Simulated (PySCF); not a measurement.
## Two-photon absorption: `[N+](#[C-])B1C=CC=CN1C=C`, C$_{7}$H$_{7}$BN$_{2}$

Cartesian coordinates in Å; atom numbers follow the order of the lines, from 1:
```xyz
17

C    -0.006    3.787   -0.114
N     0.257    2.640   -0.074
B     0.627    1.235   -0.023
C     2.051    0.744    0.038
C     2.265   -0.610    0.089
C     1.178   -1.526    0.071
C    -0.112   -1.083    0.018
N    -0.433    0.247   -0.015
C    -1.791    0.641   -0.014
C    -2.832   -0.088    0.390
H     2.906    1.425    0.046
H     3.280   -1.017    0.134
H     1.360   -2.602    0.081
H    -0.947   -1.783   -0.030
H    -1.936    1.661   -0.375
H    -2.741   -1.093    0.808
H    -3.834    0.336    0.319
```

Method used: TDDFT CAM-B3LYP/aug-cc-pVDZ excited states, vertical, gas phase (PySCF 2.14.0). Geometry: PBE0-D3(BJ)/def2-SVP.

Singlets 5 and 6 lie within 0.01 eV of each other, so their separate moments and overlaps can depend on how they mix.

(1) How strongly do the lowest singlets absorb one photon, and two photons of half the energy?

## Answers

(1) δ for parallel linear polarisation; σ at the peak of a Lorentzian of half width 0.1 eV, single beam; Ω is circular over linear.
| state | E (eV) | f | photon λ (nm) | δ (au) | σ (GM) | Ω | main |
| --- | --- | --- | --- | --- | --- | --- | --- |
| S1 | 4.48 | 0.247 | 553 | 50.7 | 0.37 | 0.76 | HOMO→LUMO 0.94 |
| S2 | 5.42 | 0.045 | 457 | 278 | 2.99 | 0.61 | HOMO−1→LUMO 0.76, HOMO→LUMO+2 0.20 |
| S3 | 5.79 | 0.431 | 429 | 219 | 2.69 | 1.25 | HOMO→LUMO+2 0.73, HOMO−1→LUMO 0.20 |
| S4 | 5.91 | 0.012 | 420 | 183 | 2.34 | 1.48 | HOMO→LUMO+1 0.85 |
| S5 | 6.38 | 0.014 | 389 | 522 | 7.78 | 0.79 | HOMO→LUMO+4 0.27, HOMO→LUMO+7 0.14 |
| S6 | 6.39 | 0.025 | 388 | 147 | 2.20 | 0.89 | HOMO→LUMO+3 0.56, HOMO→LUMO+4 0.14 |

Among these, the strongest one-photon state is S3, the strongest two-photon state S5, with a dipole change of 3.3 D (relaxed, norm of the difference vector).
